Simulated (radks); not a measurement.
Question: These are the eigenvalues of the occupied orbitals of an atom or ion with whole-number occupations (hartree). Method: scalar-relativistic Kohn-Sham, LDA (Slater exchange, VWN5 correlation), spin-polarised, spherical densities, finite nucleus; Fermi nuclear charge, rms radius of each element as measured or else 0.836 A^(1/3) + 0.57 fm; computed with a radial shooting solver on a logarithmic mesh with Libxc functionals.

| orbital | eigenvalue |
|---|---|
| 1s | -1160.230 |
| 2s | -250.0288 |
| 2p | -234.8232 |

Which element is it, and in what charge state? The configuration may be excited. Open shells, if any, are filled with parallel spins first.

Answer: Z = 50, tin, charge +40: Sn40+ in [Ne]. The list shows which subshells hold electrons but not how many an open one holds; the 1s level, -1160.2 hartree, gives Z - s = 48.2 by -(Z - s)^2/2, which with screening and relativity narrows Z to a few neighbours, and the depths of the outer levels then fix element, charge and occupations together.
